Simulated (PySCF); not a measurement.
## Stationary points of TiCl₃⁺

Method: PBE in PySCF with Ti def2-SVP, Cl def2-SVP; no relativity; density-fitted integrals.

Relaxations began from a few typed shapes. The search is not exhaustive: other isomers or separated fragments can lie lower, and high-lying points may rest on an excited occupation.

```
   spin  group               bonds                angles  imaginary modes (cm⁻¹)  ΔE (kJ/mol)  ΔE with ZPE (kJ/mol)
singlet    C3v  Ti–Cl 2.119 Å (×3)  Cl–Ti–Cl 109.3° (×3)                    none          0.0                   0.0
singlet    D3h  Ti–Cl 2.127 Å (×3)  Cl–Ti–Cl 120.0° (×3)                    103i         15.1                     –
```

The lowest minimum found is the singlet C3v: Ti–Cl 2.119 Å (×3); Cl–Ti–Cl 109.3° (×3).

Formally Ti is in oxidation state +4, d0. A d0 centre has no lone pair, yet it is C3v rather than trigonal planar: covalent bonding through the d orbitals favours lower symmetry. The polar-tensor charge on Ti, 1.70, is far below the formal one.
